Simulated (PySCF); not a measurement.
## Low-lying terms of Hf(4+) (hafnium, charge +4)

Ground state [Xe] 4f14, ¹S. Calculation: PySCF 2.14, in aug-cc-pwCVTZ-PP with one added diffuse shell each of s, p, d, f, g type with ECP60MDF (9s9p8d5f4g, 147 functions); scalar relativity through the core potential. Vertical excitation energies in eV without spin-orbit coupling; excited terms of each kind are numbered among those the solver found. Frozen: nothing.

```
 term  leading excitation  EOM-EE-CCSD
1 3P°              5p → d       34.694
1 3F°              5p → d       35.799
1 1D°              5p → d       37.549
1 3D°              5p → d       37.685
1 1F°              5p → d       37.785
1 1P°              5p → s       42.339
 1 3S              5p → p       48.696
 1 3D              5p → p       49.701
 1 1D              5p → p       50.036
 1 1P              5p → p       50.310
 1 3P              5p → p       50.357
 1 1S              5p → p       51.458
 2 3D              5p → f       60.489
 1 1G              5p → f       60.962
```

The spin-orbit splitting of the hole, absent here, rivals or exceeds the spacing of these terms, so the LS terms are model states.

The 4f shell lies in the core potential, so 4f excitations, among the lowest in this ion, cannot appear.

The solver can miss terms.
